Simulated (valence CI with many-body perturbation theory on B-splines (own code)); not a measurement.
Values are calculated unless marked as measured or tabulated.
## Hyperfine factors and g values of Ag XLII

Method: configuration interaction combined with many-body perturbation theory (CI+MBPT): four valence electrons over a frozen Dirac-Fock core [He], radial functions for each j: 11 s, 11 p, 9 d, 7 f, 5 g, 2 h, 1 i, with the one-electron correlation potential Σ1, the two-electron term Σ2, the three-electron term Σ3, Breit, model QED; selected CI, second order for the rest (own B-spline code, finite nucleus).

The last digits are not significant, and no measured levels were compared; by estimate large intervals hold to a few tenths of a per cent, small ones and those within an open d or f shell to about a per cent. Among the levels kept, up to 290 cm⁻¹ of a level comes from second order outside the variational space, and about a tenth of that is noise between levels of different J, which matters for small intervals.

A/g_I is the dipole constant over the nuclear g factor μ/I (μ in nuclear magnetons, uniformly magnetised nucleus), B/Q the quadrupole constant per barn. Both hold the static response of the core; the bare values leave it out. Large factors of s and p1/2 electrons are usually good to 5 to 10 %; those of open d and f shells near neutrality can be off by tens of per cent, and small factors of p3/2, d and f electrons come from cancelling terms and can be off by a factor of two or in sign, in half-filled shells by more. B is blank for J = 1/2, where it vanishes, and for nearly pure S terms. Energies count from the lowest level. Levels with J = 0 are left out.

Levels are named by their leading jj configuration (3d3/2^4 stands for four electrons in 3d with j = 3/2), which in mixed levels can hold well under half, so a name can repeat and another be missing. Letters in brackets count levels of one name in rising energy.

| Level | E (× 10³ cm⁻¹) | g | A/g_I (MHz) | A/g_I bare | B/Q (MHz/b) | B/Q bare |
| --- | --- | --- | --- | --- | --- | --- |
| (2s^2 2p1/2 2p3/2) J=1 | 1414.6 | 1.488 | -56700 | -47100 | 184000 | 184000 |
| (2s^2 2p1/2 2p3/2) J=2 | 1526.5 | 1.183 | 440000 | 442000 | 292000 | 292000 |
| (2s 2p1/2^2 2p3/2) J=2 | 2631.1 | 1.636 | 1040000 | 1030000 | 281000 | 281000 |
| (2s^2 2p3/2^2) J=2 | 3022.5 | 1.289 | 202000 | 207000 | 74000 | 74200 |
| (2s 2p1/2^2 2p3/2) J=1 | 3059.3 | 1.041 | -639000 | -618000 | 265000 | 266000 |
| (2s 2p1/2 2p3/2^2) J=2 [a] | 3974.3 | 1.512 | 789000 | 786000 | 206000 | 206000 |
| (2s 2p1/2 2p3/2^2) J=3 | 4211.4 | 1.319 | 951000 | 946000 | -902 | -923 |
| (2s 2p1/2 2p3/2^2) J=1 [a] | 4549.6 | 1.281 | -143000 | -129000 | -261000 | -262000 |
| (2s 2p1/2 2p3/2^2) J=2 [b] | 4630.3 | 1.093 | 10100 | 21600 | -140000 | -141000 |
| (2s 2p1/2 2p3/2^2) J=1 [b] | 4667.9 | 1.399 | 1570000 | 1550000 | 104000 | 105000 |
| (2s 2p3/2^3) J=2 | 5896.8 | 1.372 | 1080000 | 1070000 | -350000 | -351000 |
| (2p1/2^2 2p3/2^2) J=2 | 5972.8 | 1.347 | 177000 | 189000 | 63800 | 63900 |
| (2s 2p3/2^3) J=1 | 6282.0 | 1.224 | -669000 | -643000 | -106000 | -107000 |
| (2p1/2 2p3/2^3) J=1 | 7450.0 | 1.488 | -73400 | -56300 | -181000 | -182000 |
| (2p1/2 2p3/2^3) J=2 | 7570.4 | 1.125 | 443000 | 447000 | -428000 | -429000 |
| (2s^2 2p1/2 3s) J=1 | 29716 | 1.330 | 1140000 | 1130000 | -11000 | -11100 |
| (2s^2 2p1/2 3p1/2) J=1 | 30077 | 0.658 | 782000 | 776000 | -2530 | -2530 |
| (2s^2 2p1/2 3p3/2) J=1 | 30562 | 1.545 | 113000 | 112000 | 51900 | 52000 |
| (2s^2 2p1/2 3p3/2) J=2 | 30605 | 1.164 | 345000 | 344000 | 94100 | 94300 |
| (2s 2p1/2^2 3s) J=1 | 30830 | 2.091 | 1960000 | 1930000 | -3880 | -3890 |
| (2s^2 2p1/2 3d3/2) J=2 | 30926 | 0.756 | 329000 | 327000 | 25800 | 26000 |
| (2s^2 2p1/2 3d3/2) J=1 | 31047 | 0.866 | -57500 | -58100 | 7350 | 7460 |
| (2s^2 2p1/2 3d5/2) J=2 | 31115 | 1.289 | -148000 | -146000 | 35100 | 35300 |
| (2s^2 2p1/2 3d5/2) J=3 | 31139 | 1.109 | 212000 | 210000 | 8580 | 8860 |
| (2s 2p1/2^2 3p1/2) J=1 | 31215 | 1.435 | 1670000 | 1650000 | -657 | -642 |
| (2s^2 2p3/2 3s) J=2 | 31272 | 1.476 | 390000 | 391000 | 352000 | 353000 |
| (2s^2 2p3/2 3s) J=1 | 31309 | 1.153 | 32600 | 42200 | 190000 | 191000 |
| (2s 2p1/2^2 3p3/2) J=2 | 31698 | 1.566 | 908000 | 898000 | 94700 | 94900 |
| (2s^2 2p3/2 3p1/2) J=1 | 31716 | 1.440 | 172000 | 180000 | 183000 | 183000 |
| (2s 2p1/2^2 3p3/2) J=1 | 31734 | 1.074 | -788000 | -774000 | 49600 | 49600 |
| (2s^2 2p3/2 3p1/2) J=2 | 31737 | 1.188 | 244000 | 248000 | 345000 | 346000 |

Task: Take the isotope of mass number 107, with I = 1/2, μ = -0.11352 μN. What is the hyperfine structure of (2s 2p1/2^2 2p3/2) J=2?

Result: From the table A = -236000 MHz. Shifts from the centre of gravity in MHz: F = 3/2: 354000, F = 5/2: -236000.
